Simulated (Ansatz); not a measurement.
Reaction (cleavage of the B–Sb bond): `C[BH][SbH2]` + `O[SiH2]F` → `CBO[SiH2]F` + `[SbH3]`

Computed with Ansatz on PBE0-D4/def2-TZVP structures; ΔE is electronic, products minus reactants. CCSD(T)/CBS adds triple-zeta CCSD(T) − MP2 to the extrapolated MP2 energy (def2 sets, frozen cores). Elements past krypton have def2 core potentials. For Sb outer-core shells are correlated without core-valence functions, which leaves a few kJ/mol of doubt a bond. Each species was taken in one conformer, which may not be the lowest.

`C[BH][SbH2]`:

Z-matrix (Å, degrees):
```
C
B 1 1.551
H 1 1.095 2 112.5
H 1 1.102 2 105.1 3 113.6
H 1 1.091 2 116.5 3 -128.0
Sb 2 2.227 1 123.7 3 135.7
H 2 1.199 1 119.7 3 -40.8
H 6 1.703 2 95.0 1 134.6
H 6 1.705 2 95.1 1 40.1
```

`O[SiH2]F`:

```xyz
6

O     0.214    0.932    0.840
Si   -0.244   -0.223   -0.214
F     0.266   -1.661    0.256
H     1.137    1.186    0.881
H    -1.718   -0.232   -0.206
H     0.344   -0.002   -1.557
```

`CBO[SiH2]F`:

```xyz
11

C     0.384   -1.070    1.709
B    -0.228   -0.087    0.669
O     0.230   -0.062   -0.614
Si   -0.167    0.877   -1.894
F     0.957    1.991   -2.065
H     0.785   -0.506    2.559
H     1.172   -1.706    1.303
H    -0.403   -1.704    2.134
H    -1.119    0.670    0.967
H    -1.456    1.564   -1.663
H    -0.154    0.032   -3.104
```

`[SbH3]`:

```xyz
4

Sb   -0.214   -0.603   -0.333
H     0.513   -0.564    1.212
H    -1.252    0.690    0.077
H     0.953    0.477   -0.955
```

```
      species  HF/CBS(def2) energy (Eh)
`C[BH][SbH2]`                -305.30668
   `O[SiH2]F`                -465.21568
 `CBO[SiH2]F`                -529.59573
     `[SbH3]`                -240.98280
```

Q: Work out ΔE.

A: ΔE = (-529.59573) + (-240.98280) − (-305.30668) − (-465.21568) = -0.05617 Eh = -147.5 kJ/mol. CCSD(T)/CBS gives -124.0 kJ/mol.

Largest T1 diagnostic among the species: 0.014.

In def2-TZVPP, CCSD(T) changes the Hartree–Fock value by +16.4 kJ/mol (the triples alone add +2.1 kJ/mol) and MP2 by +21.9 kJ/mol.
